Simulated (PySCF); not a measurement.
ClFHInO. Atoms are numbered in the order given.

```xyz
5

In     0.0022    -0.2449     0.0000
F      1.7806    -1.0691     0.0000
Cl    -0.1188     2.0815     0.0000
O     -1.5984    -1.4262     0.0000
H     -1.3270    -2.3573     0.0000
```

The structure is a stationary point at B3LYP-D3(BJ)/def2-SVP. The def2 effective core potentials stand for the cores of In; spin–orbit coupling is left out. Other conformers were not sampled.

Level of theory: PySCF with B3LYP/def2-TZVPD.

Mulliken values depend strongly on the basis, most of all with diffuse functions as here. ESP charges are fitted to the potential on shells at 1.4 to 2.0 van der Waals radii. Atomic charges (e):

| atom | Mulliken | ESP fit |
|---|---|---|
| In1 | 1.31 | 1.07 |
| F2 | -0.55 | -0.47 |
| Cl3 | -0.40 | -0.28 |
| O4 | -0.66 | -0.71 |
| H5 | 0.30 | 0.38 |
